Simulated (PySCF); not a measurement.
## Computed properties of CH6Cl2OSi2, SMILES Cl[Si](Cl)(C)[SiH2]O

CH6Cl2OSi2, SMILES C[Si](Cl)(Cl)[SiH2]O. Geometry optimised at PBE0-D3(BJ)/def2-SVP. The structure was generated by enumeration, and PubChem lists no compound with its InChIKey, so it may never have been made. The values are those of a single conformer. All values are computed for the isolated molecule unless a solvent is named; none is compared with measurement here.

**Structure.** All 30 harmonic modes at PBE0-D3(BJ)/def2-SVP (PySCF) are real, so it is a minimum. With heavy atoms numbered as in [CH3:1][Si:2]([Cl:3])([Cl:4])[SiH2:5][OH:6], the shortest bond between them is Si5–O6 at 1.672 Å and the longest Si2–Si5 at 2.339 Å.

**Vibrations.** The strongest infrared lines (harmonic, unscaled, degenerate partners summed) lie at 788 cm⁻¹ (175 km/mol, H 73 %, C 17 %, Si 10 %), 886 cm⁻¹ (159 km/mol, H 35 %, Si 33 %, O 29 %), 918 cm⁻¹ (140 km/mol, H 84 %, O 10 %). The softest mode is at 45 cm⁻¹ and the zero-point energy is 45.7 kcal/mol.

**Electronic structure.** HF/def2-TZVP (PySCF) places the frontier levels at -10.77 and 2.52 eV, a gap of 13.29 eV, and gives a dipole moment of 1.29 D and a mean polarisability of 83.4 bohr³. PBE/def2-TZVP (PySCF) at the same geometry gives -6.62 and -1.61 eV, so its gap is 8.28 eV narrower. An orbital gap is neither the optical nor the fundamental gap.

**Excitations.** TDDFT-M06-2X/def2-SVPD (PySCF) has S1 at 5.97 eV (208 nm, f = 0.023, weak); the most intense of the 10 singlets computed lies at 7.70 eV (f = 0.22). T1 (TDA) is at 5.46 eV. TDDFT-PBE/def2-SVPD (PySCF) puts S1 at 5.29 eV. No vertical singlet excitation falls in the visible range (under 3.1 eV).

**NMR.** GIAO shifts at PBE0/pcSseg-1 (PySCF) (non-relativistic, atoms alike by connectivity averaged): ¹³C at 10.5 ppm against TMS; ¹H from 1.0 to 5.3 ppm against TMS; ²⁹Si from -25.8 to 50.3 ppm against TMS. Without spin–orbit terms, shifts of atoms bonded to Cl or Br come out too high.

**Solvation.** SMD-B3LYP/def2-SVP (PySCF) gives -2.4 kcal/mol in water, -5.8 kcal/mol in acetone, -4.9 kcal/mol in tetrahydrofuran (1 M in both phases, gas-phase geometry); of these solvents acetone holds the molecule best.
